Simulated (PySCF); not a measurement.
**Levels of Ca¹⁷⁺ from EOM-EA-GCCSD**

Reference: closed-shell Ca¹⁸⁺, 1s2; one electron is added. Calculated with PySCF 2.14, two-component X2C-1e with screened spin-orbit coupling, an even-tempered Gaussian basis (17 s from 1.7 bohr⁻², ratio 2.6; 10 p from 2.2 bohr⁻², ratio 2.6; 6 d from 2.2 bohr⁻², ratio 2.8; 3 f from 100 bohr⁻², ratio 2.8); frozen nothing; the 28 highest virtual spinors dropped; of the others 52 kept and the rest restored at second order. No Breit or QED terms. Binding energies in eV.

```json
{"level": "2s1/2", "Koopmans": "1157.8"}
{"level": "2p1/2", "Koopmans": "1121.9"}
{"level": "2p3/2", "Koopmans": "1116.4"}
```

Question: How does correlation move these levels?

Answer: 2s1/2: second order 1157.9, EOM-CCSD 1157.9; 2p1/2: second order 1122.2, EOM-CCSD 1122.2; 2p3/2: second order 1116.8, EOM-CCSD 1116.8.

For comparison, the ionisation energy of Ca¹⁷⁺ is 1157.7 eV (theoretical estimate listed by NIST; NIST Atomic Spectra Database, ionization energies).

Only part of the computed levels is shown.

The screened spin-orbit operator tends to give fine-structure splittings of light species too large.
